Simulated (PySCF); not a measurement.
BrHOS2W, SMILES [O]=[W](=[S])([SH])[Br], multiplicity 1.

Geometry optimised at PBE-D3(BJ)/def2-SVP. The multiplicity is an assumed one; other spin states were not compared. The def2 effective core potentials stand for the cores of W; spin–orbit coupling is left out. The values are those of a single conformer.

Method: PBE-D3(BJ)/def2-SVP run with PySCF.

Frequencies are harmonic and unscaled.

```csv
mode,ν (cm⁻¹),IR (km/mol),moving atoms (share of kinetic energy)
1,93,0.4,"S 55 %, Br 26 %, W 16 %"
2,112,0.3,"S 51 %, Br 22 %, W 20 %"
3,124,0.2,"S 82 %, W 12 %"
4,194,1.7,"O 73 %, Br 14 %"
5,241,4.7,"O 58 %, S 20 %, Br 16 %"
6,285,10.3,"Br 41 %, W 31 %, O 14 %"
7,297,30.5,"H 83 %, O 9 %"
8,388,26.0,"S 77 %, W 18 %"
9,531,35.5,"S 81 %, W 16 %"
10,625,9.4,H 91 %
11,976,92.0,"O 92 %, W 8 %"
12,2578,6.0,H 97 %
```
